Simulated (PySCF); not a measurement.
Compound: C7H13F.
Atom-mapped SMILES: `[CH3:1][CH2:2][CH2:3]/[C:4]([CH3:5])=[CH:6]/[CH2:7][F:8]` (hydrogens: H9, H10, H11 on C1; H12, H13 on C2; H14, H15 on C3; H16, H17, H18 on C5; H19 on C6; H20, H21 on C7)

Cartesian coordinates in Å at the PBE0-D3(BJ)/def2-SVP level; atoms count from 1:
```xyz
21
C7H13F angstrom
C      3.1411    0.1756    0.5026
C      1.7413   -0.4021    0.3726
C      0.6572    0.6759    0.3528
C     -0.7391    0.1484    0.1592
C     -1.2501   -0.7536    1.2446
C     -1.4343    0.4716   -0.9432
C     -2.8054    0.0309   -1.3159
F     -3.5623    1.1145   -1.7087
H      3.2473    0.7598    1.4311
H      3.3747    0.8496   -0.3372
H      3.9065   -0.6150    0.5178
H      1.6649   -1.0001   -0.5519
H      1.5549   -1.1028    1.2042
H      0.8858    1.4045   -0.4422
H      0.6973    1.2331    1.3080
H     -2.3374   -0.9020    1.2046
H     -0.9966   -0.3447    2.2361
H     -0.7811   -1.7501    1.1863
H     -0.9631    1.1312   -1.6818
H     -3.3239   -0.4752   -0.4853
H     -2.7692   -0.6737   -2.1678
```

The closed-shell ground state was solved at several levels (PySCF, density fitting, gas phase, non-relativistic).

```tsv
level	basis functions	HOMO (eV)	LUMO (eV)	gap (eV)	dipole (D)
PBE0/pcSseg-1	201	-7.12	0.21	7.33	2.52
wB97X-D/def2-SVPD	267	-8.97	1.89	10.86	2.57
```

Q: Estimate the row for HF/pcSseg-1, a basis of 201 functions; the other rows only guide the guess.

A: HOMO -9.53 eV, LUMO 4.06 eV, gap 13.59 eV, dipole 2.77 D.

Q: Over all these levels, which gives the widest orbital gap and which the narrowest?

A: HF/pcSseg-1 (Hartree–Fock, all exact exchange) has the widest, 13.59 eV, and PBE0/pcSseg-1 (global hybrid, 25 % exact exchange) the narrowest, 7.33 eV. The two share the basis. From the narrowest to the widest the HOMO moves by -2.41 eV and the LUMO by +3.85 eV.

Q: How far do the dipole and the HOMO energy spread over the levels?

A: The dipole runs from 2.52 to 2.77 D (mean 2.62 D) and the HOMO from -9.53 to -7.12 eV.

One conformer stands for the species.
